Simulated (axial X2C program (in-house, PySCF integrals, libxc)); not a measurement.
# Nuclear properties of HSbH⁺

Calculated with an in-house all-electron X2C program for linear molecules (integrals from PySCF): two-component X2C with atomic mean-field Coulomb and Gaunt terms, Gaussian nuclei, basis H dyall-v3z, Sb dyall-v3z with contracted cores.

H–Sb–H held linear, with bonds 1.652 and 1.652 Å (near the PBE0 minimum at charge 1 of the determinant lowest at the starting distance; the state shown can have its own minimum elsewhere, held linear; other orders of the atoms were not compared).

Determinant lowest in the PBE0 search, Ω = 1 (⟨Sz⟩ = 1.00, ⟨Lz⟩ = 0.00 at PBE0), spin on the atoms H -0.04, Sb 1.07, H -0.04:

```
    level  A∥/gI H (MHz)  qzz H (a.u.)  A∥/gI Sb (MHz)  qzz Sb (a.u.)
     PBE0          -10.9          0.12             -53          -1.48
       HF          -25.9          0.12            1370          -2.63
BHandHLYP          -12.7          0.12             249          -1.75
```

Determinant 0.53 eV from it at PBE0 and this distance, Ω = 0 (closed shell), highest spinor 93% Sb p, 6% H p:

| level | qzz H (a.u.) | qzz Sb (a.u.) |
| --- | --- | --- |
| PBE0 | 0.12 | -0.96 |
| HF | 0.12 | -2.49 |
| BHandHLYP | 0.12 | -1.37 |

A∥ (defined per Ω) follows by multiplying with gI = μI/(I μN); qzz is the electric field gradient, eQq0 = 234.96 MHz × Q/barn × qzz. The operators were transformed with the bare-nucleus X2C matrices; with these basis sets, hyperfine constants and field gradients can be off by tens of per cent, and where levels differ in sign neither size nor sign is settled.

Problem. With Q(121Sb) = -0.543 barn (Q from Pyykkö, Mol. Phys. 2018), turn the PBE0 values of the first state into constants in MHz.

Solution. eQq0(121Sb) = 234.96 × (-0.543) × (-1.48) = 189 MHz.

The molecule was held linear; bending was not examined, so a bent shape may lie lower.

Each state is one determinant with collinear spin, which with several unpaired electrons need not be a pure state. Unrestricted Hartree–Fock can overshoot spin polarisation at the nuclei. A closed determinant beside an open π² or δ² triplet, such as (π1/2)², mixes with its partner pair into the 0⁺ component of the triplet and ¹Σ⁺, so its energy is not that of a level, and 0⁺ can lie lowest. With several open shells hyperfine constants can be off by a factor of several. Open-shell Ω = 0 determinants with evenly filled partner blocks cannot be reached by this program, so the Ω shown need not be the lowest component. The search compared states at one distance, so a state with another bond length can lie lower. Where a field gradient or hyperfine factor spreads by more than a factor of two over the levels, a constant derived from it is not to be relied on. PBE0 term energies can be off by some tenths of an eV.
